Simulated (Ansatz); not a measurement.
`C[S][Ge][F]` from Hartree–Fock to CCSD(T)

```csv
atom,x (Å),y (Å),z (Å)
C1,-0.9055,0.1256,-0.0726
S2,0.4221,0.7558,-1.1331
Ge3,2.3320,0.0006,-0.2776
F4,1.6756,-0.9025,1.0948
H5,-1.4561,0.9747,0.3303
H6,-1.5728,-0.4829,-0.6816
H7,-0.4953,-0.4712,0.7397
```

Total charge 0; spin multiplicity 1. Correlated methods include outer-core shells of Ge, which these sets cover unevenly. Scalar relativity is left out up to krypton. All single points use the PBE0-D4/def2-TZVP geometry. It is one conformer, not always the lowest. Frozen core, restricted reference, Ansatz.

```tsv
basis	HF (Eh)	MP2 corr.
def2-SVP	-2611.50500	-0.66900
def2-TZVPP	-2612.08408	-0.83121
def2-QZVPP	-2612.14398	-1.14792
```

(1) Estimate the CCSD correlation energy and the (T) correction in each basis where they were run (hartree).

## Answers

(1) 
```
     basis  CCSD corr.       (T)
  def2-SVP    -0.69650  -0.02039
def2-TZVPP    -0.85607  -0.03535
```
